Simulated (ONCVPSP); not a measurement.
C: one change to an ONCV potential, before and after

C, optimised norm-conserving Vanderbilt (ONCV), made with ONCVPSP 4.0.1 (PW91, scalar-relativistic). Core [He], reference 2s2 2p1 (charge +1). Waves: 2s: rc 1.15 bohr, ncon 3, nbas 6, qcut 6.6 1/bohr, 2 projectors, debl 2.6 Ha; 2p: rc 2.65 bohr, ncon 4, nbas 7, qcut 5.5 1/bohr, 2 projectors, debl 2.8 Ha; d scattering state at 0.32 Ha: rc 2.50 bohr, ncon 4, nbas 8, qcut 4.3 1/bohr, 1 projector. Local part: polynomial inside 1.00 bohr (lpopt 3, dvloc0 2 Ha). Core correction: Teter function, fcfact 6, rcfact 1.3.

All-electron outer shells of the reference configuration (PW91, scalar-relativistic, ld1.x):

| shell | level (eV) | outermost node (bohr) | outermost maximum (bohr) |
| --- | --- | --- | --- |
| 1s | -288.75 | – | 0.17 |
| 2s | -25.82 | 0.38 | 1.17 |
| 2p | -17.08 | – | 1.10 |

Change: p: rc 2.8.

Cutoffs: the cutoffs (Ha) at which the residual kinetic energy of the hardest occupied pseudo-wave falls to 1 and 0.1 mHa per electron; they do not see the model core or the augmentation charge, which bear on the density cutoff. Errors are all-electron minus pseudo energies relative to the spin-unpolarised reference configuration.

**Question.** What does the change do?

**Answer.** The potential gets neither clearly harder nor softer (18 Ha and 34 Ha → 18 Ha and 34 Ha); of the 4 tests that both files solve, the error grows in 2 and shrinks in 0 by more than 15 % and 0.3 meV (median size 221.1 → 254.7 meV); neither file shows a bound ghost.

```tsv
quantity	base	changed
cutoff, loose	18 Ha	18 Ha
cutoff, tight	34 Ha	34 Ha
loose cutoff by channel	s 18 Ha, p 9.9 Ha	s 18 Ha, p 9.3 Ha
bound ghosts	none	none
GHOST(+) flags under 300 eV	none	none
error for 2s2 2p2, meV [ΔE -10.93 eV]	+105	+123
error for 2s2 2p0, meV [ΔE 24.23 eV]	+337	+386
error for 2s1 2p0, meV [ΔE 72.49 eV]	+857	+966
error for 2s1 2p2, meV [ΔE 8.74 eV]	-11	-15
s: phases at 1.16 bohr within 0.05 rad from the reference energy up to (Ha; the scan ends near 5)	to the end of the scan	to the end of the scan
d: phases at 2.53 bohr within 0.05 rad from the reference energy up to (Ha; the scan ends near 5)	2.0	2.0
rms error of d²Exc/dni dnj with the model core, mHa	2.67	2.44
```
